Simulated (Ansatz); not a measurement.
`[CH3][W]([F])(=[S])=[S]` + H₂O → `[CH3][W]([OH])(=[S])=[S]` + H–F at 400 K and 1 bar (formal hydrolysis of a W–F bond).

Computed with Ansatz on PBE0-D4/def2-TZVP structures; ΔE is electronic, products minus reactants. CCSD(T)/CBS adds triple-zeta CCSD(T) − MP2 to the extrapolated MP2 energy (def2 sets, frozen cores). This one scheme is used for every species. Elements past krypton have def2 core potentials. For W outer-core shells are correlated without core-valence functions, which leaves a few kJ/mol of doubt a bond. Each species was taken in one conformer, which may not be the lowest.

```csv
species,CCSD(T)/CBS energy (Eh),H − E (kJ/mol),S (J/(mol·K))
`[CH3][W]([F])(=[S])=[S]`,-1002.30482,141.7,401.2
H₂O,-76.37941,69.8,198.6
`[CH3][W]([OH])(=[S])=[S]`,-978.28285,173.5,410.5
H–F,-100.39570,36.5,182.2
```

H − E and S are ideal-gas, rigid-rotor, harmonic terms from PBE0-D4/def2-TZVP, for one conformer and one mirror image of each species. 1 Eh = 2625.50 kJ/mol, R = 8.31446 J/(mol·K).

Problem. By hand: ΔE, ΔH, ΔS and ΔG.

Solution. ΔE = (-978.28285) + (-100.39570) − (-1002.30482) − (-76.37941) = 0.00568 Eh = 14.9 kJ/mol. Δ(H − E) = 173.5 + 36.5 − 141.7 − 69.8 = -1.5, so ΔH = 13.4 kJ/mol. ΔS = 410.5 + 182.2 − 401.2 − 198.6 = -7.1 J/(mol·K). ΔG = 13.4 − 400 × (-7.1)/1000 = 16.2 kJ/mol.

Problem. By hand: the equilibrium constant, and the temperature at which ΔG would vanish if ΔH and ΔS stayed fixed.

Solution. log₁₀ K = −ΔG/(RT ln 10) = -2.1. ΔH and −TΔS have one sign here, so there is no such temperature.

The number of gas molecules stays the same, so ΔS is small and ΔH decides. A doubt of 5 kJ/mol in ΔE shifts log₁₀ K by 0.7 here. Other conformers and mirror images would add mixing entropy, several J/(mol·K) or more a flexible species. These are equilibria of isolated gas molecules and say nothing of rates. Largest T1 diagnostic: 0.022 (customary marks: 0.02 for closed shells, 0.045 for open ones).

ΔS is within the doubt of such terms, so its sign, and with it that verdict, could turn.
